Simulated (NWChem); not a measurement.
# GeIBr, singlet; SMILES [Ge]([I])[Br]

```xyz
3

Ge     1.0957     0.4763     0.0000
Br    -0.5800     2.1169     0.0000
I     -0.2785    -1.6855     0.0000
```
Atoms are numbered in this order, from 1.

All runs: NWChem. Low-valent species are run as closed-shell singlets; no triplet was tried in these runs. The geometry was optimised at PBE0/def2-SVP. def2 effective core potentials on I; no spin-orbit coupling.

**Question.** What does the run give for PW6B95/def2-SVP? Quantities: highest occupied level (eV); orbital gap (eV); dipole (D).

**Answer.** 
```json
{
  "highest occupied level (eV)": "-7.45",
  "orbital gap (eV)": "4.27",
  "dipole (D)": "1.68"
}
```
